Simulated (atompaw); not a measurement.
**What one change does to a pseudopotential (Pr, PAW (atompaw))**

atompaw 4.2.0.5 input, output lines left out:

```
Pr 59
LDA-PW scalarrelativistic loggrid 2001 logderivrange -2 5 176
6 6 5 4 0 0
6 1 0
5 2 1
4 3 2
0 0 0
c
c
c
c
c
v
c
c
c
c
v
c
c
v
c
2
3.00 2.85 2.60 1.70
y
4.75
n
y
0.6
n
y
2.55
n
custom rrkj gramschmidtortho sinc
bessel
3.00
3.00
3.00
3.00
2.35
2.35
```

Change: all radii scaled by about 1.11 (s 3.34, p 3.34, d 2.62 bohr); local potential bessel scheme, radius 2.90 bohr; augmentation sinc compensation charge, radius 3.18 bohr; PAW radius 3.34 bohr; waves and projectors: custom rrkj gramschmidtortho; core correction smooth core density matched at 1.90 bohr.

Cutoffs: the cutoffs (Ry, on a coarse ladder) from which the occupation-weighted sum of valence levels, in a spherical-Bessel basis at the reference potential, stays within 10 and 1 mRy of its value at 400 Ry; they do not see the model core or the augmentation charge, which bear on the density cutoff.

Task: What does the change do?

Result: The potential gets softer (12 Ry and 18 Ry → 10 Ry and 15 Ry); the bound ghosts move from p, s to p. A larger radius leaves more room for a smooth pseudo-wave, so fewer plane waves are needed.

```csv
quantity,base,changed
"cutoff, loose",12 Ry,10 Ry
"cutoff, tight",18 Ry,15 Ry
loose cutoff by channel (10 mRy a level),"s 6 Ry, d 12 Ry","s 6 Ry, d 10 Ry"
bound ghosts,"p, s",p
lowest overlap eigenvalue by channel,"s 0.52, p 0.00, d 0.54","s 0.03, p 0.72, d 0.30"
```

 A true bound ghost makes a file unfit for plane-wave use even where its test errors are small: the radial tests pick states by their node count and pass the ghost by. The cutoffs see the waves, projectors and local potential, not the compensation charge or the core.
